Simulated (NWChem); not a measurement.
Correlation energy of Ge (+1)

```
Ge
```
Charge +1, spin multiplicity 2.

Program: NWChem.

Basis set: def2-TZVP. Each correlation energy counts from its own Hartree-Fock reference.

The Hamiltonian is non-relativistic. The correlated methods keep 9 core orbitals frozen. No SCF solution was tested for a lower state. Open-shell Hartree-Fock references start from PBE0 orbitals. Coupled-cluster values serve here as a point of comparison, not as the truth.

Problem. Order these methods by the correlation energy they give, lowest first: CCSD on UHF, UMP2, CCSD[T] on UHF, CCSD(T) on ROHF, SCS-UMP2, CCSD on ROHF.

Solution. CCSD(T) on ROHF (-181.9 mHa), CCSD[T] on UHF (-178.8 mHa), CCSD on ROHF (-176.5 mHa), CCSD on UHF (-172.8 mHa), UMP2 (-166.0 mHa), SCS-UMP2 (-156.1 mHa)
